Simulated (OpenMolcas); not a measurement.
## Re⁴⁺: effect of the IPEA shift

* Program: OpenMolcas 26.06
* Basis: ANO-RCC-VTZP [8s7p5d3f2g1h]
* Scalar Hamiltonian: DKH2, point nucleus
* Active space: 3 electrons in 5 orbitals (5d)
* State averaging: 2S+1 = 4 even, 10 roots; 2S+1 = 2 even, 40 roots kept (CI in the orbitals of an earlier block)
* Spin-orbit coupling: state interaction with AMFI integrals over the reference wave functions, term energies averaged over their components

Methods on the same reference wave functions:
A. CASSCF
B. MS-CASPT2, IPEA 0 Eh, imaginary shift 0.1 Eh (closed shells correlated: 5s 5p)
C. MS-CASPT2, IPEA 0.25 Eh, imaginary shift 0.1 Eh (closed shells correlated: 5s 5p)

Energies in cm-1 above 5d3 4F 3/2, the measured ground level; measured values from the list in Brasseur, Gamrath and Quinet, At. Data Nucl. Data Tables 157, 101636 (2024).

```csv
Level,A,B,C,Measured
5d3 4F 3/2,0.0,0.0,0.0,0.0
5d3 4F 5/2,4584,4970,4920,4853
5d3 4F 7/2,8870,9140,9110,8973
5d3 4F 9/2 [64 %],12321,12090,12150,11914
5d3 4P 1/2 [65 %],17058,14630,14930,14325
5d3 2G 7/2,21260,19300,19620,19013
5d3 2H 9/2 [55 %],21905,20540,20700,
5d3 4P 5/2,23142,21390,21570,20922
5d3 2P 1/2 [65 %],27985,24190,24610,23669
5d3 2H 11/2,29795,27930,28140,27077
5d3 2D 5/2(1),32771,29350,29920,28739
5d3 2G 9/2 [54 %],32843,30990,31260,
5d3 2P 3/2 [54 %],37405,33420,33860,
5d3 2F 5/2,40376,35540,35940,34162
5d3 2F 7/2,40479,35840,36240,34625
5d3 2D 5/2(2),60729,54700,54830,52467
5d3 2D 3/2(2),60742,54500,54780,
```

Deviations, from unrounded energies. A percentage is the sum of absolute deviations over the sum of measured energies, with the sign that they share, or ± where signs differ.

```csv
Against measurement,Levels,A,B,C
mean absolute deviation (cm-1),12,3300,690,940
fine structure of the ground term (%),3,±3.0,+1.8,+1.7
other terms of the ground configuration (%),9,+15.1,+3.1,+4.2
```

B lies closest to measurement on these levels and A furthest from it. The largest miss of B in the table is 5d3 2D 5/2(2), by +2200 cm-1. The ranking rests on the paired levels alone, and a cruder setting can come out closer through cancelling errors.

Between B and C the level of the table that moves most is 5d3 2D 5/2(1), by 570 cm-1 (lowest in B, highest in C). Moves below CASPT2's spread within the term are not significant.

The mean deviations of B to C differ by less than CASPT2's widest spread within a term (530 cm-1), so their order carries little weight.

From A to B the spin-free energies of the other terms of 5d3 shown, above 4F, scale by factors of 0.71 to 0.87, as is usual when dynamic correlation screens the repulsion within a d or f shell.

The lowest spin-free term lies below A's lowest term by 0.252 hartree in B, 0.246 hartree in C.

CASPT2 breaks the degeneracy within a term, and the mean is taken; among the terms shown or strongly mixed into the levels shown the widest spread is 530 cm-1 (5d3 4F, B). Terms from blocks run as CI alone lack orbitals of their own. Without dynamic correlation excited terms often stand tens of per cent too high (terms of higher spin than the ground term too low), and those without a measured partner can miss by more than the paired ones (holds for A). The CASPT2 spread within a term exceeds the gap to the next term for 5d3 2H and 5d3 2D(1), so the order of their levels is uncertain (holds for B). Computed and measured levels are paired by configuration, term and J; levels that our copy of the source lacks, or whose pairing is in doubt (as where it misses far off the trend of its configuration), stay unpaired and out of the deviations. Levels of configurations outside the active space are missing. The table leaves out levels that lie high or whose names do not pair safely across all columns.

A share in square brackets marks a mixed level and gives the weight of the term that names it, the lowest over the columns. A number in round brackets counts repeated terms of one configuration in the order of the reference energies.
